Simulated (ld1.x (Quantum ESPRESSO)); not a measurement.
## u(r) = r·R(r): atom against pseudo-atom (Ag)

Columns: radius, all-electron u(r) and pseudo u(r) of the 5p shell (level -1.69 eV) of silver in the configuration [Kr] 4d10 5s0 5p1; PBE, scalar-relativistic, PAW scheme, ld1.x (Quantum ESPRESSO) 7.5.

```json
{"r (bohr)": "0.213", "all-electron": "-0.0843", "pseudo": "-0.0059"}
{"r (bohr)": "0.425", "all-electron": "-0.0070", "pseudo": "-0.0231"}
{"r (bohr)": "0.638", "all-electron": "0.1436", "pseudo": "-0.0508"}
{"r (bohr)": "0.850", "all-electron": "0.1611", "pseudo": "-0.0871"}
{"r (bohr)": "1.062", "all-electron": "0.0899", "pseudo": "-0.1300"}
{"r (bohr)": "1.275", "all-electron": "-0.0120", "pseudo": "-0.1773"}
{"r (bohr)": "1.488", "all-electron": "-0.1132", "pseudo": "-0.2265"}
{"r (bohr)": "1.700", "all-electron": "-0.2016", "pseudo": "-0.2747"}
{"r (bohr)": "1.912", "all-electron": "-0.2748", "pseudo": "-0.3202"}
{"r (bohr)": "2.125", "all-electron": "-0.3334", "pseudo": "-0.3612"}
{"r (bohr)": "2.338", "all-electron": "-0.3788", "pseudo": "-0.3962"}
{"r (bohr)": "2.550", "all-electron": "-0.4128", "pseudo": "-0.4244"}
{"r (bohr)": "2.762", "all-electron": "-0.4374", "pseudo": "-0.4457"}
{"r (bohr)": "2.975", "all-electron": "-0.4544", "pseudo": "-0.4605"}
{"r (bohr)": "3.188", "all-electron": "-0.4649", "pseudo": "-0.4693"}
{"r (bohr)": "3.400", "all-electron": "-0.4702", "pseudo": "-0.4731"}
{"r (bohr)": "3.613", "all-electron": "-0.4712", "pseudo": "-0.4727"}
{"r (bohr)": "3.825", "all-electron": "-0.4688", "pseudo": "-0.4693"}
{"r (bohr)": "4.038", "all-electron": "-0.4635", "pseudo": "-0.4636"}
{"r (bohr)": "4.250", "all-electron": "-0.4559", "pseudo": "-0.4559"}
{"r (bohr)": "4.462", "all-electron": "-0.4465", "pseudo": "-0.4465"}
{"r (bohr)": "4.675", "all-electron": "-0.4355", "pseudo": "-0.4355"}
{"r (bohr)": "4.888", "all-electron": "-0.4233", "pseudo": "-0.4233"}
{"r (bohr)": "5.100", "all-electron": "-0.4101", "pseudo": "-0.4101"}
{"r (bohr)": "5.313", "all-electron": "-0.3961", "pseudo": "-0.3961"}
{"r (bohr)": "5.525", "all-electron": "-0.3816", "pseudo": "-0.3816"}
```

Task: How many radial nodes do the two functions have?

Result: The all-electron 5p function has n − l − 1 = 3 (the table is too coarse to show those close to the nucleus); the pseudo-wave has 0, since the states of the same l below it are removed with the core.

Task: At about which radius was the pseudo-wave matched?

Result: 4.25 bohr, where the columns begin to agree (steps of 0.21 bohr).

Task: Is the pseudo-wave norm-conserving?

Result: No, it belongs to a PAW set: the norm inside the radius is not constrained, and the difference is carried by the augmentation charge.
